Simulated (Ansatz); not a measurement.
`[F][Nb]([Cl])([Cl])([Cl])[Cl]` and `[Cl][Nb]([Cl])([Cl])([Cl])[Cl]` differ in one atom or group.

Ansatz, PBE0-D4/def2-TZVP geometries, multiplicity 1. 

Elements past krypton have def2 core potentials.

```tsv
property	`[F][Nb]([Cl])([Cl])([Cl])[Cl]`
LUMO energy (ωB97M-V/def2-TZVPP) / eV	-2.42
HOMO–LUMO gap (ωB97M-V/def2-TZVPP) / eV	9.09
size of the dipole moment (PBE/def2-TZVPP) / D	0.56
HOMO–LUMO gap (B3LYP/def2-TZVPP) / eV	4.50
HOMO–LUMO gap (PBE0/def2-TZVPP) / eV	4.94
ideal-gas entropy at 298 K and 1 bar (rigid rotor, harmonic PBE0-D4/def2-TZVP) / J/(mol·K)	400
```

(1) Give the same properties after the change, and the shifts. (Estimate.)

Answers

(1) The calculation gave: 
```
                                                                                  property  `[Cl][Nb]([Cl])([Cl])([Cl])[Cl]`  shift
                                                     LUMO energy (ωB97M-V/def2-TZVPP) / eV                             -2.32   0.10
                                                   HOMO–LUMO gap (ωB97M-V/def2-TZVPP) / eV                              9.04  -0.05
                                            size of the dipole moment (PBE/def2-TZVPP) / D                              0.00  -0.56
                                                     HOMO–LUMO gap (B3LYP/def2-TZVPP) / eV                              4.46  -0.04
                                                      HOMO–LUMO gap (PBE0/def2-TZVPP) / eV                              4.89  -0.05
ideal-gas entropy at 298 K and 1 bar (rigid rotor, harmonic PBE0-D4/def2-TZVP) / J/(mol·K)                               402      2
```

With PBE0 the HOMO rises by 0.16 eV and the LUMO rises by 0.11 eV, so the gap narrows by about 0.05 eV. PBE moves the HOMO by 0.15 eV and ωB97M-V by 0.15 eV. Modes under 60 cm⁻¹, often nearly free rotors, make the harmonic entropy too high.

B3LYP here is the variant with VWN-RPA as its local correlation; programs differ in this.
